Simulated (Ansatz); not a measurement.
Reaction (redistribution): `CO[B]([AlH2])[SiH3]` + `C[SiH2]B(F)S` → `C[SiH2][B]([AlH2])[SiH3]` + `COB(F)S`

Gas-phase electronic energies from Ansatz, PBE0-D4/def2-TZVP geometries. CCSD(T)/CBS is the MP2 limit (def2-TZVPP, def2-QZVPP) plus CCSD(T) − MP2 in def2-TZVPP, frozen cores. This one scheme is used for every species. DFT in def2-TZVPP. B3LYP here is the variant with VWN-RPA as its local correlation; programs differ in this. Each species was taken in one conformer, which may not be the lowest.

`CO[B]([AlH2])[SiH3]`:

Z-matrix (Å, degrees):
```
C
O 1 1.411
H 1 1.097 2 111.0
H 1 1.092 2 109.1 3 -120.6
H 1 1.091 2 109.0 3 120.5
B 2 1.345 1 124.3 3 1.9
Si 6 2.043 2 115.2 1 178.4
Al 6 2.157 2 127.9 1 -1.5
H 7 1.494 6 108.7 2 -99.0
H 7 1.494 6 110.1 2 145.1
H 7 1.490 6 115.0 2 22.6
H 8 1.596 6 121.2 2 -85.6
H 8 1.595 6 121.4 2 102.2
```

`C[SiH2]B(F)S`:

```xyz
11

C    -0.755    0.432    1.239
Si    0.009    0.885   -0.414
B     0.869   -0.708   -1.333
F     1.458   -0.560   -2.516
S     0.907   -2.379   -0.655
H    -1.536   -0.322    1.117
H    -1.209    1.308    1.707
H    -0.001    0.041    1.927
H     1.047    1.939   -0.224
H    -1.032    1.449   -1.320
H     0.243   -2.084    0.473
```

`C[SiH2][B]([AlH2])[SiH3]`:

Cartesian coordinates in Å:
```
C 1.924 0.474 -1.171
Si 1.296 0.318 0.601
B -0.589 -0.339 0.426
Al -1.080 -2.366 0.537
Si -1.925 1.108 0.106
H 2.958 0.827 -1.165
H 1.322 1.189 -1.735
H 1.895 -0.487 -1.688
H 2.201 -0.597 1.359
H 1.366 1.649 1.274
H -1.584 -3.017 1.900
H -0.926 -3.286 -0.755
H -1.368 2.325 -0.553
H -3.159 0.716 -0.632
H -2.330 1.487 1.496
```

`COB(F)S`:

```xyz
9

C     1.338   -0.446   -0.115
O    -0.074   -0.476    0.014
B    -0.819    0.641    0.066
F    -0.266    1.853    0.001
S    -2.623    0.566    0.228
H     1.722    0.575   -0.133
H     1.774   -0.982    0.729
H     1.615   -0.955   -1.040
H    -2.669   -0.775    0.250
```

CCSD(T)/CBS gives -6.7 kcal/mol.

Problem. Another level gave -6.1 kcal/mol. Which?
A. r2SCAN-D4/def2-TZVPP
B. PBE0/def2-TZVPP
C. PBE/def2-TZVPP
D. B3LYP/def2-TZVPP

Solution. B. PBE0 -6.1, r2SCAN-D4 -7.1, PBE -3.6, B3LYP -4.9 kcal/mol.

Largest T1 diagnostic among the species: 0.015.

From PBE to PBE0 (25 % exact exchange), in def2-TZVPP and without D4, ΔE moves by −2.4 kcal/mol. In def2-TZVPP, CCSD(T) changes the Hartree–Fock value by +4.1 kcal/mol (the triples alone add +1.0 kcal/mol) and MP2 by +3.8 kcal/mol.
